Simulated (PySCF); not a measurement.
A series of related molecules.

All values: PBE0/pcSseg-1 (PySCF) at GFN2-xTB geometries, gas phase, one conformer each.

Problem. Rank by dipole moment, highest first.
A. `[F:1][C@H:2]1[CH2:3][C@H:4]([Si@@H:5]([SiH3:6])[S:7][SiH3:8])[CH2:9]1` with C3–C4–Si5–Si6 -160°, C4–Si5–S7–Si8 175°, F1–C2–C3–C4 131°, C2–C3–C4–Si5 104°, C3–C4–C9–C2 13°, F1–C2–C9–C4 -131°
B. `F[C@]12C[C@H](C1)[Si@@H]([SiH3])[SiH2]2`
C. `[F:1][Si@H:2]1[CH2:3][C@H:4]([SiH:5]([SiH3:6])[SiH3:7])[CH2:8]1` with C3–C4–Si5–Si6 -173°, F1–Si2–C3–C4 103°, Si2–C3–C4–Si5 132°, C3–C4–C8–Si2 -9°, F1–Si2–C8–C4 -103°
D. `[F:1][C@H:2]1[CH2:3][C@@H:4]([SiH:5]([SiH3:6])[SiH3:7])[CH2:8]1` with C3–C4–Si5–Si6 -63°, F1–C2–C3–C4 132°, C2–C3–C4–Si5 -134°, C3–C4–C8–C2 13°, F1–C2–C8–C4 -132°

Solution. A (2.69 D), B (1.73 D), D (1.53 D), C (0.98 D).

Problem. Rank by HOMO–LUMO gap, lowest first.
A. `F[C@H]1C[C@H]([Si@@H]([SiH3])S[SiH3])C1`
B. `C[Si@@H]([SiH3])[C@H]1C[C@H](F)C1`
C. `[SiH3][SiH]([SiH3])[C@H]1C[Si@H](F)C1`
D. `F[C@]12C[C@H](C1)[Si@@H]([SiH3])[SiH2]2`

Solution. A (6.52 eV), D (6.96 eV), C (7.24 eV), B (8.20 eV).

Problem. Rank by the highest IAO charge on any atom, lowest value first.
A. `[SiH3][SiH]([SiH3])[C@H]1C[Si@H](F)C1`
B. `F[C@]12C[C@H](C1)[Si@@H]([SiH3])[SiH2]2`
C. `F[C@H]1C[C@@H]([SiH]([SiH3])[SiH3])C1`
D. `F[C@H]1C[C@H]([Si@@H]([SiH3])S[SiH3])C1`
E. `C[Si@H]([C@H]1C[C@H](F)C1)[SiH3]`

Solution. C (+0.298 e), B (+0.434 e), D (+0.556 e), E (+0.615 e), A (+1.211 e).

All values together:

```tsv
SMILES	change	formula	μ (D)	HOMO (eV)	LUMO (eV)	lowest IAO charge (e)	highest IAO charge (e)	lowest Hirshfeld charge (e)	highest Hirshfeld charge (e)
F[C@H]1C[C@@H]([SiH]([SiH3])[SiH3])C1	parent	C4H13FSi3	1.53	-7.88	-0.56	-0.363 (C)	+0.298 (Si)	-0.128 (F)	+0.212 (Si)
F[C@]12C[C@H](C1)[Si@@H]([SiH3])[SiH2]2	ring closed by a new Si-C bond	C4H11FSi3	1.73	-7.51	-0.55	-0.350 (C)	+0.434 (Si)	-0.130 (F)	+0.235 (Si)
F[Si@H]1C[C@H]([SiH]([SiH3])[SiH3])C1	C replaced by Si	C3H13FSi4	0.98	-7.77	-0.53	-0.571 (C)	+1.211 (Si)	-0.211 (F)	+0.462 (Si)
C[Si@@H]([SiH3])[C@H]1C[C@H](F)C1	Si replaced by C	C5H13FSi2	1.70	-8.06	0.14	-0.701 (C)	+0.615 (Si)	-0.212 (C)	+0.282 (Si)
F[C@H]1C[C@H]([Si@@H]([SiH3])S[SiH3])C1	S inserted into a Si-Si bond	C4H13FSSi3	2.69	-7.27	-0.75	-0.448 (S)	+0.556 (Si)	-0.166 (S)	+0.300 (Si)
```

Conformers: `[F:1][C@H:2]1[CH2:3][C@@H:4]([SiH:5]([SiH3:6])[SiH3:7])[CH2:8]1` with C3–C4–Si5–Si6 -63°, F1–C2–C3–C4 132°, C2–C3–C4–Si5 -134°, C3–C4–C8–C2 13°, F1–C2–C8–C4 -132°; `[F:1][Si@H:2]1[CH2:3][C@H:4]([SiH:5]([SiH3:6])[SiH3:7])[CH2:8]1` with C3–C4–Si5–Si6 -173°, F1–Si2–C3–C4 103°, Si2–C3–C4–Si5 132°, C3–C4–C8–Si2 -9°, F1–Si2–C8–C4 -103°; `[CH3:1][Si@@H:2]([SiH3:3])[C@H:4]1[CH2:5][C@H:6]([F:7])[CH2:8]1` with C1–Si2–C4–C5 73°, Si2–C4–C5–C6 103°, C4–C5–C6–F7 132°, C5–C6–C8–C4 -14°, Si2–C4–C8–C6 -103°; `[F:1][C@H:2]1[CH2:3][C@H:4]([Si@@H:5]([SiH3:6])[S:7][SiH3:8])[CH2:9]1` with C3–C4–Si5–Si6 -160°, C4–Si5–S7–Si8 175°, F1–C2–C3–C4 131°, C2–C3–C4–Si5 104°, C3–C4–C9–C2 13°, F1–C2–C9–C4 -131°.

Problem. Give the shifts from the parent, `F[C@H]1C[C@@H]([SiH]([SiH3])[SiH3])C1`.

Solution. 
| SMILES | change in μ (D) | change in HOMO (eV) | change in LUMO (eV) |
| --- | --- | --- | --- |
| F[C@]12C[C@H](C1)[Si@@H]([SiH3])[SiH2]2 | +0.20 | +0.37 | +0.01 |
| F[Si@H]1C[C@H]([SiH]([SiH3])[SiH3])C1 | -0.55 | +0.11 | +0.03 |
| C[Si@@H]([SiH3])[C@H]1C[C@H](F)C1 | +0.17 | -0.18 | +0.70 |
| F[C@H]1C[C@H]([Si@@H]([SiH3])S[SiH3])C1 | +1.16 | +0.61 | -0.19 |
